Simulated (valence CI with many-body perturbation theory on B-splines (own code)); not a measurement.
Values are calculated unless marked as measured or tabulated.
**Tl LXIX in three bases**

Method: configuration interaction combined with many-body perturbation theory (CI+MBPT): three valence electrons over a frozen Dirac-Fock core [Ne], radial functions for each j: 9 s, 9 p, 8 d, 6 f, 3 g, 1 h, with the one-electron correlation potential Σ1, the two-electron term Σ2, the three-electron term Σ3, Breit, model QED; selected CI, second order for the rest, scaled by the run's own slope (own B-spline code, finite nucleus).

The last digits are not significant, and no measured levels were compared; by estimate large intervals hold to a few tenths of a per cent, small ones and those within an open d or f shell to about a per cent.

The reference run has the lowest level (3s^2 3p1/2) J=1/2 and an ionisation energy of 8419.00 eV. Its largest variational space holds 8339 state functions.

Levels are named by their leading jj configuration (3d3/2^4 stands for four electrons in 3d with j = 3/2), which in mixed levels can hold well under half, so a name can repeat and another be missing. Letters in brackets count levels of one name in rising energy.

Changed runs:
A. basis 6 s, 6 p, 5 d, 3 f, 1 g
B. basis 5 s, 5 p, 4 d, 2 f

Excitation energies of the reference run in cm⁻¹, and shifts in cm⁻¹:

| Level | Reference | A | B |
| --- | --- | --- | --- |
| (3s 3p1/2^2) J=1/2 | 1570300 | -42 | -80 |
| (3s^2 3p3/2) J=3/2 | 4530230 | -39 | -100 |
| (3s 3p1/2 3p3/2) J=3/2 [a] | 5818850 | -217 | -640 |
| (3s 3p1/2 3p3/2) J=5/2 | 5986360 | -55 | -162 |
| (3s 3p1/2 3p3/2) J=3/2 [b] | 6165590 | -29 | -75 |
| (3s 3p1/2 3p3/2) J=1/2 | 6264180 | -4.3 | +68 |
| (3s^2 3d3/2) J=3/2 | 6658120 | +288 | +933 |
| (3s^2 3d5/2) J=5/2 | 7573810 | +232 | +651 |
| (3s 3p1/2 3d3/2) J=3/2 [a] | 7680710 | -121 | -348 |
| (3s 3p1/2 3d3/2) J=3/2 [b] | 7799130 | -68 | -159 |
| (3s 3p1/2 3d3/2) J=5/2 | 7890590 | +91 | +194 |
| (3s 3p1/2 3d3/2) J=1/2 | 8134940 | +196 | +559 |
| Ionisation energy (eV) | 8419.00 | -0.021 | -0.07 |
